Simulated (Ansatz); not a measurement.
Members of the series GeXY, Y = hydroxy; each row names its spin state. Gas-phase values, no solvent. One relaxed conformer stands for each flexible species; it need not be the lowest. Strings in code marks are SMILES.

Quantity: adiabatic spin-state energy, in kcal/mol. HF references are unrestricted for open shells and restricted for singlets.

A: `N#[C][Ge][OH]`: multiplicity 3 minus multiplicity 1
B: `[C-]#[N+][Ge][OH]`: multiplicity 3 minus multiplicity 1
C: `[OH][Ge][SH]`: multiplicity 3 minus multiplicity 1
D: `[OH][Ge][OH]`: multiplicity 3 minus multiplicity 1
E: `[OH][GeH]`: multiplicity 3 minus multiplicity 1

Q: Rank these by adiabatic spin-state energy (lowest first), as frozen-core CCSD(T)/cc-pVDZ // B3LYP-D3(BJ)/def2-TZVP (Ansatz, an electronic-structure program) gives it.

A: E (42.0 kcal/mol), A (53.3 kcal/mol), C (54.5 kcal/mol), B (63.9 kcal/mol), D (65.6 kcal/mol)
